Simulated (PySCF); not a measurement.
`InChI=1S/CH10N2OSi4/c2-1-6-3-7-8(4)5/h3-4,8H,6-7H2,5H3/t8-/m1/s1`

Molfile (atoms numbered from 1):
```
CH10N2OSi4
     RDKit          3D

 18 17  0  0  0  0  0  0  0  0999 V2000
   -0.8238   -3.1068    0.5350 N   0  0  0  0  0  0  0  0  0  0  0  0
   -1.6389   -2.3000    0.5679 C   0  0  0  0  0  0  0  0  0  0  0  0
   -2.8199   -0.8439    0.6323 Si  0  0  0  0  0  4  0  0  0  0  0  0
   -1.8351    0.5302    0.9343 N   0  0  0  0  0  0  0  0  0  0  0  0
   -0.6410    1.3189   -0.0937 Si  0  0  0  0  0  4  0  0  0  0  0  0
    1.1505   -0.0295   -0.7008 Si  0  0  2  0  0  4  0  0  0  0  0  0
    1.4484   -1.2452    0.3397 O   0  0  0  0  0  0  0  0  0  0  0  0
    3.2151    1.0060   -0.7495 Si  0  0  0  0  0  4  0  0  0  0  0  0
   -3.4657   -0.8106   -0.6794 H   0  0  0  0  0  0  0  0  0  0  0  0
   -3.7159   -1.0521    1.7664 H   0  0  0  0  0  0  0  0  0  0  0  0
   -1.9975    0.9873    1.8158 H   0  0  0  0  0  0  0  0  0  0  0  0
   -1.4085    1.8272   -1.2442 H   0  0  0  0  0  0  0  0  0  0  0  0
   -0.2958    2.4970    0.7183 H   0  0  0  0  0  0  0  0  0  0  0  0
    0.8012   -0.6389   -2.0084 H   0  0  0  0  0  0  0  0  0  0  0  0
    0.8725   -2.0007    0.4766 H   0  0  0  0  0  0  0  0  0  0  0  0
    3.5516    1.6954    0.5021 H   0  0  0  0  0  0  0  0  0  0  0  0
    4.3541    0.1290   -1.0344 H   0  0  0  0  0  0  0  0  0  0  0  0
    3.2400    2.0430   -1.7898 H   0  0  0  0  0  0  0  0  0  0  0  0
  1  2  3  0
  2  3  1  0
  3  4  1  0
  4  5  1  0
  5  6  1  0
  6  7  1  0
  6  8  1  0
  3  9  1  0
  3 10  1  0
  4 11  1  0
  5 12  1  0
  5 13  1  0
  6 14  1  6
  7 15  1  0
  8 16  1  0
  8 17  1  0
  8 18  1  0
M  END
```

Theory: PySCF, GIAO HF/pcSseg-1 magnetisability, rotational g tensor and spin-rotation constants, non-relativistic, gas phase. Geometry: GFN2-xTB.

How diamagnetic is it, and how anisotropic?

Isotropic -1629 × 10⁻³⁰ J/T², or -98.1 × 10⁻⁶ cm³/mol; principal values -1764, -1628, -1495 × 10⁻³⁰ J/T², anisotropy 233 × 10⁻³⁰ J/T² (root of half the summed squared differences of the principal values). The susceptibility is in cgs units.

Split it along the inertial axes a, b, c into diamagnetic and paramagnetic parts about the centre of mass, with the quadrupole moment.


| axis | χ (10⁻⁶ cm³/mol) | diamagnetic (10⁻⁶ cm³/mol) | paramagnetic (10⁻⁶ cm³/mol) | summed x² of all electrons (Å²) | quadrupole Θ (D Å) |
| --- | --- | --- | --- | --- | --- |
| a | -97.8 | -870.4 | 772.6 | 496.6 | +8.24 |
| b | -104.0 | -2269.0 | 2165.0 | 166.9 | -10.90 |
| c | -92.4 | -2814.9 | 2722.5 | 38.2 | +2.67 |

Anisotropies 2χaa − χbb − χcc = +0.9 and 2χbb − χaa − χcc = -17.9 × 10⁻⁶ cm³/mol. Θ is traceless in Buckingham's convention.

And the rotational g tensor?


| axis | rotational constant (GHz) | g | nuclear part | electronic part |
| --- | --- | --- | --- | --- |
| a | 1.6817 | -0.0443 | 0.5662 | -0.6104 |
| b | 0.5573 | -0.0101 | 0.5568 | -0.5668 |
| c | 0.4393 | -0.0120 | 0.5498 | -0.5618 |

Asymmetric top; isotopes 12C, 1H, 14N, 16O, 28Si; no vibrational averaging.
